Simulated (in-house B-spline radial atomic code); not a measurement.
Orbital energies and mean radii along the 8-electron series, configuration [He] 2s2 2p4. The effective charge is n√(-2ε), a non-relativistic measure. Computed with an all-electron radial atomic-structure program (B-spline basis): Dirac-Hartree-Fock, average of the configuration, finite nuclei.

| ion | Z | energy of 2p3/2 (Eh) | mean radius of 2p3/2 (bohr) | energy of 2p1/2 (Eh) | mean radius of 2p1/2 (bohr) | effective charge of 2p3/2 |
| --- | --- | --- | --- | --- | --- | --- |
| O | 8 | -0.61537 | 1.2397 | -0.61681 | 1.2379 | 2.2188 |
| F+ | 9 | -1.421 | 0.97393 | -1.4238 | 0.97244 | 3.3716 |
| Ne2+ | 10 | -2.4865 | 0.80711 | -2.4915 | 0.80567 | 4.46 |
| Mg4+ | 12 | -5.3818 | 0.60465 | -5.395 | 0.60316 | 6.5616 |
| Al5+ | 13 | ? | ? | ? | ? | ? |
| Si6+ | 14 | -9.2873 | 0.48474 | -9.3159 | 0.48313 | 8.6197 |
| P7+ | 15 | -11.617 | 0.44122 | -11.657 | 0.43955 | 9.6405 |
| S8+ | 16 | -14.199 | 0.40495 | -14.253 | 0.4032 | 10.658 |
| Cl9+ | 17 | ? | ? | ? | ? | ? |
| Ar10+ | 18 | -20.114 | 0.34788 | -20.21 | 0.34597 | 12.685 |
| K11+ | 19 | -23.448 | 0.32501 | -23.571 | 0.32302 | 13.696 |
| Ca12+ | 20 | -27.033 | 0.30497 | -27.189 | 0.3029 | 14.706 |
| Sc13+ | 21 | -30.869 | 0.28727 | -31.065 | 0.28511 | 15.715 |
| Ti14+ | 22 | -34.957 | 0.27151 | -35.198 | 0.26927 | 16.723 |
| V15+ | 23 | ? | ? | ? | ? | ? |
| Cr16+ | 24 | -43.884 | 0.24467 | -44.243 | 0.24225 | 18.737 |
| Mn17+ | 25 | -48.725 | 0.23315 | -49.157 | 0.23064 | 19.743 |
| Fe18+ | 26 | -53.818 | 0.22266 | -54.332 | 0.22006 | 20.75 |
| Co19+ | 27 | -59.162 | 0.21307 | -59.771 | 0.21038 | 21.755 |

**Question.** Fill in the row of Al5+.

**Answer.** energy of 2p3/2 (Eh): -7.2087; mean radius of 2p3/2 (bohr): 0.53796; energy of 2p1/2 (Eh): -7.2284; mean radius of 2p1/2 (bohr): 0.53642; effective charge of 2p3/2: 7.594.

**Question.** Fill in the row of Cl9+.

**Answer.** energy of 2p3/2 (Eh): -17.031; mean radius of 2p3/2 (bohr): 0.37423; energy of 2p1/2 (Eh): -17.104; mean radius of 2p1/2 (bohr): 0.37241; effective charge of 2p3/2: 11.672.

**Question.** Fill in the row of V15+.

**Answer.** energy of 2p3/2 (Eh): -39.295; mean radius of 2p3/2 (bohr): 0.2574; energy of 2p1/2 (Eh): -39.591; mean radius of 2p1/2 (bohr): 0.25506; effective charge of 2p3/2: 17.73.

**Question.** How does the screening of 2p3/2 change?

**Answer.** Z less the effective charge goes from 5.78 at Z = 8 to 5.24 at Z = 27.
